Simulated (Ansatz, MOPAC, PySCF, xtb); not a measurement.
Dimer: HF (SMILES F) (first 2 atoms) with H2 (SMILES [H][H]); geometry from B3LYP-D3(BJ)/def2-TZVP, rigid monomers moved along the line of their centres of mass till H2···H3 is 1.78 Å.
(charge 0, multiplicity 1):
| atom | x (Å) | y (Å) | z (Å) |
|---|---|---|---|
| F | 0.0691 | 0.0916 | -0.1267 |
| H | 0.1090 | 0.0822 | 0.7990 |
| H | 0.5590 | 0.0822 | 2.5205 |
| H | -0.1856 | 0.0438 | 2.5533 |

Monomers are frozen at their geometry in the pair; levels with a basis set take the counterpoise correction.

Frozen-core correlation. CBS(a, b) extrapolates the correlation energy as X⁻³ and adds the Hartree–Fock energy of set b. Rows in 6-31G* carry no dispersion term and start afresh at each structure (6-31G* with six Cartesian d functions). The state that PM7 reach isn't checked; PM7 holds dispersion and hydrogen-bond terms.

Run with Ansatz (an electronic-structure program); MOPAC for PM7 (differences of heats of formation); PySCF for 6-31G* rows; xtb for the GFN methods. Each number belongs to the level named beside it.

```
level                                  interaction energy (kcal/mol)
-------------------------------------  -----------------------------
PM7                                                            -0.65
GFN1-xTB                                                        0.28
GFN2-xTB                                                       -0.44
HF/6-31G*                                                       2.13
B3LYP/6-31G*                                                    0.82
PBE0/def2-TZVPPD                                               -1.13
CCSD/aug-cc-pVDZ                                               -0.30
CCSD(T)/aug-cc-pVQZ                                              ___
CCSD(T)/CBS(aug-cc-pVTZ, aug-cc-pVQZ)                            ___
```

Task: Some entries are withheld; supply them.

Result: 
- CCSD(T)/aug-cc-pVQZ, interaction energy (kcal/mol): -0.72
- CCSD(T)/CBS(aug-cc-pVTZ, aug-cc-pVQZ), interaction energy (kcal/mol): -0.78
